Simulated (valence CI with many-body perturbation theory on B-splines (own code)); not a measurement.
Cd35+: calculated level list

Computed by relativistic CI+MBPT: three valence electrons over a frozen Dirac-Fock core [Ne], a basis of 11 s, 11 p, 10 d, 8 f, 5 g, 2 h functions for each j, with the one-electron correlation potential Σ1, the two-electron term Σ2, the three-electron term Σ3, Breit, model QED; selected CI, second order for the rest, scaled by the run's own slope (own B-spline code, finite nucleus).

No measured spectrum was set against this ion. As an estimate, large intervals hold to a few tenths of a per cent, small ones and those within an open d or f shell to about a per cent.

Levels 46 to 90 of 154, with energies above the lowest level, (3s^2 3p1/2) J=1/2. "Leading %" is the weight of the configuration and term that name the level; weights of strongly mixed levels are sums over their largest components and can fall short. In the jj column 3d3/2^4 stands for four electrons in 3d with j = 3/2. Lifetimes count E1, E2, E3, M1 and M2 decay at the calculated energies, and are blank where another channel may lead or the interval is too uncertain; long ones can be off by a factor of two.

```
No.  Configuration  Term    J  E (eV)  Leading %      g                Leading jj  Lifetime
 46         3p2 3d    4D  1/2  389.02         82  0.150  3p1/2 3p3/2 3d3/2 (98 %)   7.27 ps
 47         3p2 3d    4F  7/2  396.42         44  1.288  3p1/2 3p3/2 3d5/2 (97 %)   9.81 ps
 48         3p2 3d    2G  9/2  401.57         51  1.205  3p1/2 3p3/2 3d5/2 (94 %)   14.5 ps
 49         3p2 3d    4D  3/2  401.59         35  1.097  3p1/2 3p3/2 3d5/2 (61 %)   5.50 ps
 50         3p2 3d    4P  5/2  401.84         37  1.254  3p1/2 3p3/2 3d5/2 (55 %)   5.01 ps
 51         3p2 3d    4P  3/2  405.68         44  1.424  3p1/2 3p3/2 3d3/2 (57 %)   4.34 ps
 52         3p2 3d    2D  5/2  406.70         50  1.258  3p1/2 3p3/2 3d5/2 (67 %)   5.62 ps
 53         3p2 3d    4P  1/2  407.06         41  1.788  3p1/2 3p3/2 3d3/2 (86 %)   3.95 ps
 54         3p2 3d    2G  7/2  411.89         45  1.029  3p1/2 3p3/2 3d5/2 (64 %)   9.75 ps
 55         3p2 3d    2F  5/2  420.49         47  1.056  3p1/2 3p3/2 3d5/2 (54 %)   4.27 ps
 56         3p2 3d    2P  1/2  421.77         59  1.069  3p1/2 3p3/2 3d5/2 (86 %)   6.16 ps
 57         3p2 3d    2D  3/2  422.12         51  0.867  3p1/2 3p3/2 3d5/2 (73 %)   6.15 ps
 58         3s 3d2    4F  3/2  427.14         83  0.491         3s 3d3/2^2 (74 %)   3.52 ps
 59         3s 3d2    4F  5/2  429.71         79  1.068         3s 3d3/2^2 (59 %)   3.57 ps
 60         3s 3d2    4F  7/2  435.20         67  1.251     3s 3d3/2 3d5/2 (74 %)   4.64 ps
 61         3p2 3d    4P  1/2  437.15         28  1.215      3p3/2^2 3d3/2 (54 %)   3.69 ps
 62         3s 3d2    4F  5/2  438.05         19  1.205     3s 3d3/2 3d5/2 (47 %)   4.09 ps
 63         3s 3d2    4F  7/2  438.16         31  1.257      3p3/2^2 3d5/2 (38 %)   7.00 ps
 64         3p2 3d    4P  3/2  439.13         30  1.165      3p3/2^2 3d3/2 (63 %)   3.80 ps
 65         3s 3d2    4F  9/2  439.29         44  1.257     3s 3d3/2 3d5/2 (54 %)   6.77 ps
 66         3s 3d2    4P  1/2  441.05         87  2.471         3s 3d3/2^2 (50 %)   3.45 ps
 67         3s 3d2    4F  9/2  444.16         54  1.278         3s 3d5/2^2 (62 %)   6.67 ps
 68         3s 3d2    4P  3/2  444.82         95  1.710     3s 3d3/2 3d5/2 (92 %)   3.83 ps
 69         3s 3d2    4P  5/2  446.79         74  1.478     3s 3d3/2 3d5/2 (66 %)   3.70 ps
 70         3p2 3d    2F  7/2  449.06         50  1.047     3s 3d3/2 3d5/2 (39 %)   5.08 ps
 71         3s 3d2    2P  3/2  454.43         29  1.123      3p3/2^2 3d5/2 (40 %)   4.38 ps
 72         3p2 3d    2S  1/2  456.93         35  1.875      3p3/2^2 3d5/2 (58 %)   4.20 ps
 73         3s 3d2    2D  5/2  457.65         37  1.204         3s 3d5/2^2 (60 %)   4.61 ps
 74         3s 3d2    2D  3/2  459.83         63  0.885         3s 3d5/2^2 (44 %)   3.49 ps
 75         3s 3d2    2F  5/2  462.12         32  1.096      3p3/2^2 3d5/2 (24 %)   2.72 ps
 76         3s 3d2    2G  9/2  464.15         63  1.132     3s 3d3/2 3d5/2 (41 %)   4.91 ps
 77         3s 3d2    2G  7/2  464.17         50  0.959      3p3/2^2 3d3/2 (40 %)   3.86 ps
 78         3p2 3d    2D  5/2  471.28         69  1.197      3p3/2^2 3d5/2 (80 %)   4.70 ps
 79         3p2 3d    2D  3/2  473.32         79  0.878      3p3/2^2 3d3/2 (68 %)   2.74 ps
 80         3s 3d2    2P  1/2  477.24         44  1.082     3s 3d3/2 3d5/2 (37 %)   2.13 ps
 81         3s 3d2    2F  7/2  477.25         62  1.146         3s 3d5/2^2 (48 %)   3.09 ps
 82         3p2 3d    2F  5/2  484.54         39  1.034      3p3/2^2 3d5/2 (62 %)   2.71 ps
 83         3s 3d2    2S  1/2  487.36         58  1.651         3s 3d5/2^2 (66 %)   3.06 ps
 84         3s 3d2    2P  3/2  490.41         39  1.270      3p3/2^2 3d5/2 (46 %)   2.45 ps
 85         3p 3d2   4G°  5/2  504.51         67  0.682      3p1/2 3d3/2^2 (95 %)   15.8 ps
 86         3p 3d2   4G°  7/2  517.97         73  1.008  3p1/2 3d3/2 3d5/2 (93 %)   15.4 ps
 87         3p 3d2   2D°  5/2  522.09         30  1.067  3p1/2 3d3/2 3d5/2 (94 %)   10.4 ps
 88         3p 3d2   4F°  3/2  523.72         38  0.764  3p1/2 3d3/2 3d5/2 (62 %)   5.44 ps
 89         3p 3d2   4D°  1/2  525.81         59  0.576      3p1/2 3d3/2^2 (86 %)   5.47 ps
 90         3p 3d2   4G°  9/2  527.53         33  1.109  3p1/2 3d3/2 3d5/2 (79 %)   12.2 ps
```
